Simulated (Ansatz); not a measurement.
Saddle search on AlAsNH₇O₂, closed shell by partitioned rational-function steps on PBE0-D4/def2-TZVP gradients (Ansatz 0.2.0), from this start:

Al1  (-0.108, -0.494, -0.356)
N2  (1.698, -0.114, -0.193)
O3  (-0.598, -1.769, 0.664)
O4  (-0.721, -0.112, -1.901)
H5  (0.998, 0.936, 0.551)
As6  (-0.354, 1.882, 1.223)
H7  (2.225, 0.230, -0.994)
H8  (2.291, -0.707, 0.386)
H9  (-1.472, -2.150, 0.740)
H10  (-1.629, -0.168, -2.196)
H11  (-1.008, 0.762, 2.025)
H12  (-1.322, 1.705, 0.050)
(Å)

| step | energy less the last (meV) | largest force (eV/Å) | curvature followed (eV/Å²) |
| --- | --- | --- | --- |
| 1 | 23.8 | 0.237 | -9.17 |
| 2 | 15.2 | 0.066 | -9.05 |
| 3 | 13.7 | 0.060 | -9.04 |
| 4 | 12.8 | 0.189 | -9.04 |
| 5 | 11.4 | 0.091 | -9.09 |
| 6 | 16.0 | 0.268 | -9.10 |
| 7 | 14.2 | 0.516 | -9.12 |
| 8 | 15.0 | 0.586 | -9.14 |
| 9 | 10.6 | 0.470 | -9.18 |
| 10 | 6.4 | 0.117 | -9.20 |
| 11 | 5.3 | 0.094 | -9.20 |
| 12 | 4.6 | 0.081 | -9.20 |
| 13 | 4.8 | 0.118 | -9.20 |
| 14 | 6.3 | 0.267 | -9.21 |
| 15 | 3.8 | 0.096 | -9.22 |
| 16 | 3.5 | 0.053 | -9.28 |
| 17 | 3.2 | 0.072 | -9.28 |
| 18 | 2.7 | 0.035 | -9.28 |
| 19 | 2.5 | 0.065 | -9.29 |
| 20 | 2.2 | 0.061 | -9.30 |
| 21 | 1.9 | 0.143 | -9.31 |
| 22 | 1.3 | 0.046 | -9.33 |
| 23 | 1.0 | 0.137 | -9.34 |
| 24 | 1.0 | 0.181 | -9.34 |
| 25 | 0.4 | 0.063 | -9.36 |
| 26 | 0.3 | 0.047 | -9.35 |
| 27 | 0.2 | 0.088 | -9.37 |
| 28 | 0.1 | 0.059 | -9.37 |
| 29 | 0.1 | 0.099 | -9.38 |
| 30 | 0.0 | 0.016 | -9.39 |

The search ended at:

| atom | x (Å) | y (Å) | z (Å) |
| --- | --- | --- | --- |
| Al1 | -0.1227 | -0.4791 | -0.4152 |
| N2 | 1.6742 | -0.1133 | -0.1934 |
| O3 | -0.6726 | -1.7471 | 0.5642 |
| O4 | -0.6191 | -0.0631 | -1.9836 |
| H5 | 0.9612 | 0.9500 | 0.4748 |
| As6 | -0.4107 | 1.8977 | 1.1441 |
| H7 | 2.2346 | 0.1894 | -0.9793 |
| H8 | 2.2338 | -0.6611 | 0.4468 |
| H9 | -1.5808 | -1.9525 | 0.7692 |
| H10 | -1.4855 | -0.2138 | -2.3531 |
| H11 | -0.6924 | 0.8983 | 2.2581 |
| H12 | -1.5199 | 1.2946 | 0.2674 |
